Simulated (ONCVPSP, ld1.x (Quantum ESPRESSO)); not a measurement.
**Potentials for C compared**

Generated with ld1.x 7.5 (TM, RRKJ, ultrasoft, PAW), atompaw 4.2 or ONCVPSP 4.0.1. The cutoff is in Ry: for ld1.x and atompaw files where the sum of valence levels is converged to 10 mRy in a Bessel basis, for ONCV files where the hardest occupied wave has 1 mHa per electron of residual kinetic energy. The error is the largest all-electron minus pseudo excitation energy over each file’s own four to seven test configurations (ionisations up to +4, promotions, holes and added fractions of an electron), all of which were solved. The labels leave out finer settings (local radius, basis sizes, second energies), which also bear on the numbers. Spin-polarised tests are not counted. The rows are a selection from randomly drawn settings: files with unsolved tests, undetermined cutoffs or missed reference levels are left out.

| potential | cutoff (Ry) | largest error (meV) | bound ghosts |
| --- | --- | --- | --- |
| ONCV, PBEsol, scalar-relativistic, rc 1.35/2.40/2.10 (spd), local smoothed, core correction yes, reference 2s2 2p2, qcut 3.9/5.4/4.6, projectors 2/2/1 | 74 | +1241 | none |
| PAW, PBE, non-relativistic, rc 1.05/2.40 (sp), local smoothed, core correction yes, reference 2s2 2p2 | 25 | -11 | none |
| ultrasoft, PW91, scalar-relativistic, rc 1.15/1.90 (sp), local smoothed, core correction yes, reference 2s1.75 2p2.25 | 18 | -6.7 | none |
| PAW, PBEsol, scalar-relativistic, rc 1.05/2.05/2.05 (spd), local d, core correction yes, reference 2s2 2p2 | 25 | -21 | none |
| ONCV, revPBE, scalar-relativistic, rc 1.35/2.45/2.55 (spd), local smoothed, core correction yes, reference 2s2 2p2, qcut 4.6/5.8/4, projectors 2/2/2 | 57 | +1099 | none |

Fill in the row for C: TM, PBEsol, non-relativistic, rc 0.95/2.25 (sp), local s, core correction yes, reference 2s1.5 2p2.5.

cutoff 35 Ry, largest error +915 meV, bound ghosts: none.
